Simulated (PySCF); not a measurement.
C3H7O2 (SMILES COC[CH]O), doublet, geometry from GFN2-xTB; DF-CAMB3LYP/def2-SVP (PySCF).

The PySCF input:
```python
from pyscf import gto, scf, dft

mol = gto.Mole()
mol.atom = '''
    C     1.946199    0.866066    0.188851
    O     0.590225    0.525837    0.289552
    C     0.156287   -0.354956   -0.726775
    C    -1.292303   -0.626430   -0.519255
    O    -1.820194   -0.492103    0.729644
    H     2.158635    1.375892   -0.758516
    H     2.161417    1.536776    1.018357
    H     2.585115   -0.023163    0.261287
    H     0.764059   -1.286754   -0.687474
    H     0.322604    0.087362   -1.724140
    H    -1.825344   -1.300667   -1.162321
    H    -1.187833    0.032603    1.242311
'''
mol.basis = 'def2-svp'
mol.charge = 0
mol.spin = 1
mol.verbose = 4
mol.build()

mf = dft.UKS(mol)
mf.xc = 'camb3lyp'
mf = mf.density_fit(auxbasis='def2-universal-jkfit')
mf.kernel()
```

Q: What does PySCF print? Leave out banner, timings and long lists.

A: 
```
PySCF version 2.14.0

[INPUT] verbose = 4
[INPUT] num. atoms = 12
[INPUT] num. electrons = 41
[INPUT] charge = 0
[INPUT] spin (= nelec alpha-beta = 2S) = 1
[INPUT] symmetry False subgroup None
[INPUT] Mole.unit = angstrom
[INPUT] Symbol           X                Y                Z      unit          X                Y                Z       unit  Magmom
[INPUT]  1 C      1.946199000000   0.866066000000   0.188851000000 AA    3.677783093902   1.636627545798   0.356876668350 Bohr   0.0
[INPUT]  2 O      0.590225000000   0.525837000000   0.289552000000 AA    1.115363601871   0.993687916163   0.547173978820 Bohr   0.0
[INPUT]  3 C      0.156287000000  -0.354956000000  -0.726775000000 AA    0.295339626830  -0.670769626271  -1.373405704181 Bohr   0.0
[INPUT]  4 C     -1.292303000000  -0.626430000000  -0.519255000000 AA   -2.442098739954  -1.183781136211  -0.981249738811 Bohr   0.0
[INPUT]  5 O     -1.820194000000  -0.492103000000   0.729644000000 AA   -3.439668153577  -0.929939895077   1.378827328432 Bohr   0.0
[INPUT]  6 H      2.158635000000   1.375892000000  -0.758516000000 AA    4.079228952901   2.600059056980  -1.433387501101 Bohr   0.0
[INPUT]  7 H      2.161417000000   1.536776000000   1.018357000000 AA    4.084486170979   2.904085754805   1.924415827034 Bohr   0.0
[INPUT]  8 H      2.585115000000  -0.023163000000   0.261287000000 AA    4.885159350505  -0.043771726223   0.493760869909 Bohr   0.0
[INPUT]  9 H      0.764059000000  -1.286754000000  -0.687474000000 AA    1.443862253009  -2.431612649689  -1.299137577759 Bohr   0.0
[INPUT] 10 H      0.322604000000   0.087362000000  -1.724140000000 AA    0.609633206689   0.165090253694  -3.258152400408 Bohr   0.0
[INPUT] 11 H     -1.825344000000  -1.300667000000  -1.162321000000 AA   -3.449400243118  -2.457904409260  -2.196468358831 Bohr   0.0
[INPUT] 12 H     -1.187833000000   0.032603000000   1.242311000000 AA   -2.244679051720   0.061610740839   2.347627551535 Bohr   0.0

nuclear repulsion = 184.982305407273
number of shells = 51
number of NR pGTOs = 169
number of NR cGTOs = 105
basis = def2-svp
ecp = {}

******** <class 'pyscf.df.df_jk.DFUKS'> ********
method = DFUKS
initial guess = minao
damping factor = 0
level_shift factor = 0
DIIS = <class 'pyscf.scf.diis.CDIIS'>
diis_start_cycle = 1
diis_space = 8
diis_damp = 0
SCF conv_tol = 1e-09
SCF conv_tol_grad = None
SCF max_cycles = 50
direct_scf = False
number electrons alpha = 21  beta = 20
XC library pyscf.dft.libxc version 7.1.2
    S. Lehtola, C. Steigemann, M. J. T. Oliveira, and M. A. L. Marques,  SoftwareX 7, 1–5 (2018)
XC functionals = camb3lyp
    T. Yanai, D. P. Tew, and N. C. Handy,  Chem. Phys. Lett. 393, 51 (2004)
radial grids:
    Treutler-Ahlrichs [JCP 102, 346 (1995); DOI:10.1063/1.469408] (M4) radial grids

becke partition: Becke, JCP 88, 2547 (1988); DOI:10.1063/1.454033
pruning grids: <function nwchem_prune>
grids dens level: 3
symmetrized grids: False
atomic radii adjust function: <function treutler_atomic_radii_adjust>
small_rho_cutoff = 0
Set gradient conv threshold to 3.16228e-05
tot grids = 139176
******** <class 'pyscf.df.df.DF'> ********
auxbasis = def2-universal-jkfit
Create RSH-DF object <pyscf.df.df.DF object> for omega=0.33
******** <class 'pyscf.df.df.DF'> ********
auxbasis = auxmol.basis = def2-universal-jkfit
init E= -269.1051871456

cycle= 1 E= -268.474309737444  delta_E= 0.631  |g|= 0.513  |ddm|=  2.4
cycle= 2 E= -268.430095264495  delta_E= 0.0442  |g|= 0.637  |ddm|= 0.831
cycle= 3 E= -268.57544163221  delta_E= -0.145  |g|= 0.038  |ddm|= 0.477
cycle= 4 E= -268.57613614539  delta_E= -0.000695  |g|= 0.0122  |ddm|= 0.0458
cycle= 5 E= -268.576225846549  delta_E= -8.97e-05  |g|= 0.00616  |ddm|= 0.018
cycle= 6 E= -268.576246197518  delta_E= -2.04e-05  |g|= 0.00205  |ddm|= 0.00789
cycle= 7 E= -268.576249208657  delta_E= -3.01e-06  |g|= 0.000983  |ddm|= 0.00375
cycle= 8 E= -268.576249996282  delta_E= -7.88e-07  |g|= 0.000175  |ddm|= 0.00208
cycle= 9 E= -268.576250038331  delta_E= -4.2e-08  |g|= 7.72e-05  |ddm|= 0.000543
cycle= 10 E= -268.576250043869  delta_E= -5.54e-09  |g|= 2.79e-05  |ddm|= 0.000166
cycle= 11 E= -268.576250044824  delta_E= -9.55e-10  |g|= 8.44e-06  |ddm|= 7.71e-05
Extra cycle  E= -268.576250044892  delta_E= -6.79e-11  |g|= 5.32e-06  |ddm|= 1.84e-05
converged SCF energy = -268.576250044892  <S^2> = 0.75357766  2S+1 = 2.0035745
```
